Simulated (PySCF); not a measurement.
Sr(Cl)2, Cl2Sr, SMILES [Cl][Sr][Cl], singlet (PBE0/def2-SVP optimised geometry):

```
3

Sr    -0.190    -0.679     0.000
Cl     2.421    -0.679     0.000
Cl    -2.421     0.679     0.000
```

Computed with PBE0/def2-TZVP, def2 effective core potentials past Kr (PySCF).

Problem. What are the frontier orbital energies and the dipole moment?

Solution. HOMO-2 -7.97 eV, HOMO-1 -7.96 eV, HOMO -7.91 eV, LUMO -2.20 eV, LUMO+1 -0.72 eV; dipole moment 4.47 D.
